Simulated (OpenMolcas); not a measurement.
An atom or ion with 24 electrons was computed by SS-CASPT2, IPEA 0.25 Eh, imaginary shift 0.1 Eh with spin-orbit coupling (OpenMolcas, ANO-RCC-VTZP, DKH2). The lowest levels that the run gave, each within 12 % of the measured value where one is at hand:

| J | Parity | E (eV) | g |
| --- | --- | --- | --- |
| 4 | even | 0.0000 | 1.501 |
| 3 | even | 0.0595 | 1.501 |
| 2 | even | 0.1009 | 1.501 |
| 1 | even | 0.1274 | 1.501 |
| 0 | even | 0.1404 |  |
| 2 | even | 2.349 | 1.500 |
| 6 | even | 2.486 | 1.167 |
| 5 | even | 2.514 | 1.037 |
| 1 | even | 2.525 | 1.500 |
| 4 | even | 2.534 | 0.821 |
| 0 | even | 2.598 |  |
| 4 | even | 2.632 | 1.226 |

Q: Which ion is it, and what are the configurations and terms?

A: Fe²⁺ (Z = 26, charge +2; active space 6 electrons in 6 orbitals (3d 4s)). J, parity and g give the terms where levels are pure, and mixed ones are named by the computed weights; the size of the splittings, set against known spectra of the 24-electron sequence, gives the charge. In order, with the measured energies in eV (Corliss and Sugar, J. Phys. Chem. Ref. Data 11, 135 (1982)): 3d6 5D4, 3d6 5D3 (0.0541), 3d6 5D2 (0.0916), 3d6 5D1 (0.1156), 3d6 5D0 (0.1274), 3d6 3P2(1) (2.4059), 3d6 3H6 (2.4860), 3d6 3H5 (2.5170), 3d6 3P1(1) (2.5650), 3d6 3H4 (2.5394), 3d6 3P0(1) (2.6295), 3d6 3F4(1) (2.6610).

CASPT2 does not keep the components of a term degenerate, so their means are used; among the terms shown or strongly mixed into the levels shown the widest spread is 130 cm-1 (3d6 3H). Over all roots computed the reference weight is 0.88 to 0.95; the roots of lowest weight are the least certain, and an intruder state may touch them. Some high roots are left out of the spin-orbit mixing, which shifts the levels that they would mix with. Terms from blocks run as CI alone lack orbitals of their own. Computed and measured levels are paired by configuration, term and J; levels that our copy of the source lacks, or whose pairing is in doubt (as where it misses far off the trend of its configuration), stay unpaired and out of the deviations. Levels of configurations outside the active space are missing.

A number in round brackets counts repeated terms of one configuration in the order of the reference energies.
